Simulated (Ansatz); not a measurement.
Counterpoise correction, worked out

The pair of Li⁺ (SMILES [Li+], atom 1) and AlF₃ (SMILES F[Al](F)F, atoms 2–5), both closed shells, in one local arrangement (a lower one may exist), relaxed at PBE0-D4/def2-TZVP:

```json
{"atom": "Li1", "x (Å)": "0.2842", "y (Å)": "-0.3760", "z (Å)": "-2.6489"}
{"atom": "F2", "x (Å)": "1.0123", "y (Å)": "1.1112", "z (Å)": "1.3902"}
{"atom": "Al3", "x (Å)": "-0.0821", "y (Å)": "0.1086", "z (Å)": "0.7650"}
{"atom": "F4", "x (Å)": "0.0970", "y (Å)": "-0.1291", "z (Å)": "-0.9075"}
{"atom": "F5", "x (Å)": "-1.3115", "y (Å)": "-0.7148", "z (Å)": "1.4012"}
```

Program: Ansatz 0.2.0. Basis: def2-TZVPPD. Cores are frozen in the correlated methods. The outer core shell of Li, Na, Mg and K is correlated.

CCSD(T) total energies in eV:

| system | geometry | basis functions | energy |
| --- | --- | --- | --- |
| pair | pair | all | -14933.09681 |
| Li⁺ | as in the pair | all (partner as ghosts) | -197.84969 |
| AlF₃ | as in the pair | all (partner as ghosts) | -14734.03418 |
| Li⁺ | as in the pair | its own | -197.84251 |
| AlF₃ | as in the pair | its own | -14734.02378 |
| Li⁺ | free (PBE0-D4 minimum) | its own | -197.84251 |
| AlF₃ | free (PBE0-D4 minimum) | its own | -14734.18182 |

**Question.** Work out the interaction energy with and without the counterpoise correction, the superposition error, and the binding energy from the relaxed fragments.

**Answer.** Without correction: -14933.09681 − (-197.84251) − (-14734.02378) = -1.23052 eV.
With correction (each fragment in the whole basis): -14933.09681 − (-197.84969) − (-14734.03418) = -1.21294 eV = -27.97 kcal/mol.
The superposition error is the difference, 0.01758 eV, 1 % of the uncorrected value: each fragment borrows its partner's functions.
Deformation from the free shapes: 0.00000 eV for Li⁺ and 0.15804 eV for AlF₃.
Binding energy from relaxed fragments: -1.21294 + 0.00000 + 0.15804 = -1.05490 eV = -24.33 kcal/mol (electronic, without zero-point energy; negative means bound). For comparison, the corrected interaction energy by CCSD(T) at an estimated basis limit (MP2 extrapolated from triple and quadruple zeta, plus CCSD(T) − MP2 in triple zeta) is -1.254 eV; triple zeta with the correction binds less.

No T1 diagnostic of these runs exceeds 0.014.

For scale, one of the runs: CCSD(T)/def2-TZVPPD, 190 basis functions, launched by `ansatz run in.yaml --threads 2 --pin off --events-out ev --progress --plain --max-ram 5222MiB`. The run took 74 s on 2 CPU threads of an Arm Neoverse V1 (shared host), with 2.2 GiB of host memory at its peak.
